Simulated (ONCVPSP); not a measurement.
# Cutoff test, Ge (Z = 32), ONCV

```json
{
 "Element": "germanium (Ge)",
 "Generator": "ONCVPSP 4.0.1",
 "Type": "optimised norm-conserving Vanderbilt (ONCV)",
 "Functional": "BLYP",
 "Relativity": "fully relativistic",
 "Frozen core": "[Ne]",
 "Valence charge": "22",
 "Reference configuration": "3s2 3p6 3d10 4s2 4p2",
 "Partial waves": "3s+4s: rc 1.00 bohr, ncon 4, nbas 9, qcut 9.6 1/bohr, 2 projectors; 3p+4p: rc 1.10 bohr, ncon 4, nbas 8, qcut 14 1/bohr, 2 projectors; 3d: rc 1.10 bohr, ncon 4, nbas 9, qcut 13.6 1/bohr, 2 projectors, debl 1.1 Ha",
 "Local potential": "polynomial inside 0.65 bohr (lpopt 1, dvloc0 0 Ha)",
 "Core correction": "Teter function, fcfact 4.25, rcfact 1.05"
}
```

Open shells are filled in proportion to 2j + 1.

**Question.** For each optimised wave give the share of its norm inside rc, the residual kinetic energy above qcut (Ha) and the cutoffs (Ha) for errors of 10, 1, 0.1 and 0.01 mHa per electron.

**Answer.**

```csv
wave,norm inside rc,residual KE,10 mHa,1 mHa,0.1 mHa,0.01 mHa
3s,0.931,2.7e-04,17.8,39.0,107.5,242.9
4s,0.047,1.8e-04,13.7,36.6,51.5,197.7
3p j=3/2,0.938,4.3e-08,48.3,61.0,72.0,81.3
4p j=3/2,0.026,2.4e-09,31.9,46.4,59.4,70.6
3p j=1/2,0.944,5.4e-08,49.5,62.1,73.0,82.2
4p j=1/2,0.028,3.9e-09,33.1,47.8,60.9,72.2
3d j=5/2,0.845,3.3e-05,68.9,79.7,87.8,184.3
d projector 2 j=5/2,0.001,7.7e-08,7.9,39.2,58.2,72.3
3d j=3/2,0.848,3.4e-05,69.0,79.8,87.9,185.7
d projector 2 j=3/2,0.001,7.8e-08,7.6,39.2,58.3,72.3
```

The occupied waves need 80 Ha and 107 Ha for 1 and 0.1 mHa. Rows with under 1 % of the norm inside rc give no meaningful cutoff.
